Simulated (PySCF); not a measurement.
# Broadened absorption spectrum of C2H7NSi

Compound: C₂H₇NSi.
SMILES with atom numbers: `[CH2:1]=[CH:2][SiH2:3][NH2:4]` (hydrogens: H5, H6 on C1; H7 on C2; H8, H9 on Si3; H10, H11 on N4)

Method: TDDFT CAM-B3LYP/def2-SVPD, vertical, gas phase, core orbitals frozen in the response (PySCF). Geometry: GFN2-xTB, one conformer, isolated molecule. Torsions of this conformer, `[CH2:1]=[CH:2][SiH2:3][NH2:4]`: C1–C2–Si3–N4 143°, H–N4–Si3–C2 174°, H–N4–Si3–C2 -49°.

Broadening: Gaussians 0.25 eV wide at half height, area fixed by f = 4.319×10⁻⁹ ∫ε dν̃. The width is an assumption, not a result. The curve ends short of the highest state used, and states not computed would add to its high-energy end.

(λ (nm), ε (L mol⁻¹ cm⁻¹)): (167.5, 19211), (169.0, 26381), (170.5, 31124), (172.0, 29015), (173.5, 22555), (175.1, 15812), (176.6, 10672), (178.1, 6283), (179.6, 3051), (181.1, 1312), (182.6, 688), (184.2, 539), (185.7, 460), (187.2, 332), (188.7, 201), (190.2, 139), (191.7, 201), (193.3, 453), (194.8, 865), (196.3, 1341), (197.8, 1685), (199.3, 1730), (200.8, 1463), (202.4, 999), (203.9, 582), (205.4, 286), (206.9, 120), (208.4, 43), (209.9, 13), (211.5, 3)

Question: Where are the band maxima, and which computed states make them?

Answer: 199 nm (6.24 eV), ε about 1800, made up of S1 (100%); 171 nm (7.26 eV), ε about 31000, made up of S4 (92%) (ε in L mol⁻¹ cm⁻¹; maxima over ε = 5, shares over 10%). The states used: S1 6.24 eV (f 0.016); S2 6.72 eV (f 0.0045); S3 7.07 eV (f 0.089); S4 7.27 eV (f 0.266); S5 7.51 eV (f 0.097); S6 7.73 eV (f 0.030); S7 7.98 eV (f 0.031); S8 8.00 eV (f 0.0087).

Question: On this curve, what absorbance would a 10⁻⁵ mol/L sample give at 193 nm over a 1 cm path?

Answer: 193 nm is 6.424 eV, where ε is about 390 L mol⁻¹ cm⁻¹, so A = ε c l ≈ 0.0039 (Beer–Lambert, with the gas-phase spectrum and the assumed width).

Question: What would ε be at 7.26 eV, the highest of these maxima, with half the width (0.125 eV)?

Answer: About 57100 L mol⁻¹ cm⁻¹ against 31300, a factor of about 1.8; a lone state at its own centre would give exactly 2.

Question: Coming from long wavelengths, where does ε first pass 100 L mol⁻¹ cm⁻¹?

Answer: At about 207 nm (5.98 eV), 0.25 eV below S1.
